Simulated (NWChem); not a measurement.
# AlNH$_{3}$F; SMILES [NH2][AlH][F]

```xyz
6

Al    -0.4667    -0.0613     0.0000
H     -2.0393    -0.1383     0.0000
F      0.4220    -1.4717     0.0000
N      0.4151     1.4633     0.0000
H      1.4245     1.5582     0.0000
H     -0.0208     2.3787     0.0000
```
Atoms are numbered in this order, from 1.

Computed with NWChem. Coordinates come from a PBE0/def2-SVP optimisation. Ions are spin-unrestricted doublets at the neutral geometry; other ion states weren't tried.

For level PBE0/def2-SVP:

```yaml
"−ε(HOMO) (eV)": 7.56
```

**Question.** How do the values read with level PBE/def2-SVP instead?

**Answer.** 
* **−ε(HOMO) (eV)**: 6.10
